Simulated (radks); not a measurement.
Effect of the nuclear size on the holmium ion Ho+, [Xe] 4f11 6s1. Method: Dirac Kohn-Sham, BLYP, spin-unpolarised, spherical densities, finite nucleus; open shells fill j = l - 1/2 first; Fermi nuclear charge, rms radius 5.2022 fm; computed with a radial shooting solver on a logarithmic mesh with Libxc functionals. The rms radius is varied about that value; shifts are against it.

rms radius (fm)  total energy shift (eV)  density at nucleus (e/bohr^3)  1s1/2 shift (meV)  2s1/2 shift (meV)  5s1/2 shift (meV)  5p1/2 shift (meV)  6s1/2 shift (meV)  4f7/2 shift (meV)  6p1/2 (empty) shift (meV)
4.6091                             -6.16                      8.335e+05              -2530               -335              -2.63              0.160             -0.221              0.358                      0.053
4.838                              -3.85                      8.222e+05              -1580               -209              -1.64              0.100             -0.138              0.223                      0.033
5.2022                                 0                      8.056e+05              0.000              0.000              0.000              0.000              0.000              0.000                      0.000
5.4311                              2.52                       7.96e+05               1030                137               1.08             -0.066              0.090             -0.146                     -0.022
6.0814                              10.1                       7.71e+05               4150                549               4.31             -0.263              0.363             -0.587                     -0.087

Slopes of the eigenvalues against <r^2> in GHz/fm^2, as finite differences over the two radii next to the reference (eigenvalue slopes, not the field-shift constants of lines): 1s1/2 104000, 2s1/2 13700, 5s1/2 108, 5p1/2 -6.58, 6s1/2 9.08, 4f7/2 -14.7, 6p1/2 (empty) -2.17.
